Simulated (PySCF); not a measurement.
**Stretching CsSr⁺**

Set-up: basis Cs def2-SVPD with ECP46, Sr def2-SVPD with ECP28; scalar-relativistic core potentials; PySCF 2.14. Energies in eV from Cs⁺ + Sr in their ground configurations at the same level. All curves are PBE0. state 1: ¹Σ⁺ (singlet), closed shell; state 2: ³Π (triplet), unpaired electrons σ ↑, π ↑, a second solution, started from another occupation.

| R (Å) | state 1 | state 2 |
| --- | --- | --- |
| 4.084 | -0.2808 | 1.1162 |
| 4.274 | -0.3575 | 1.1006 |
| 4.464 | -0.3993 | 1.1039 |
| 4.606 | -0.4137 | 1.1152 |
| 4.749 | -0.4172 | 1.1319 |
| 4.891 | -0.4127 | 1.1522 |
| 5.081 | -0.3975 | 1.1829 |
| 5.319 | -0.3694 | 1.2241 |
| 5.604 | -0.3290 | 1.2740 |
| 5.984 | -0.2730 | 1.3364 |

Question: Put a parabola through the three lowest points of the state 1 curve and estimate Re, k and ωe (reduced mass 52.91 u; 1 eV/Å² = 0.16022 mdyn/Å; ωe = 1302.8·√(k/μ) cm⁻¹).

Answer: Through R = 4.606, 4.749, 4.891 Å the second-order coefficient is 0.197 eV/Å², so Re ≈ 4.740 Å, k ≈ 0.0631 mdyn/Å and ωe ≈ 45 cm⁻¹. A polynomial fit of higher order to the unrounded PBE0 energies gives Re = 4.734 Å, k = 0.0661 mdyn/Å, ωe = 46.0 cm⁻¹; anharmonicity and rounding make the difference.

The higher-order fit for each curve: state 1: Re = 4.734 Å, ωe = 46.0 cm⁻¹, De = 0.417 eV; state 2: Re = 4.327 Å, ωe = 49.2 cm⁻¹, minimum 1.10 eV above the ground-state fragments.

Closed-shell solutions of metal pairs were not tested for spin polarisation, which can lower them a little. Spin–orbit coupling is left out. For an ion De counts to the pair picked by the measured ionisation energies or electron affinities, which need not be the lowest pair at this level.
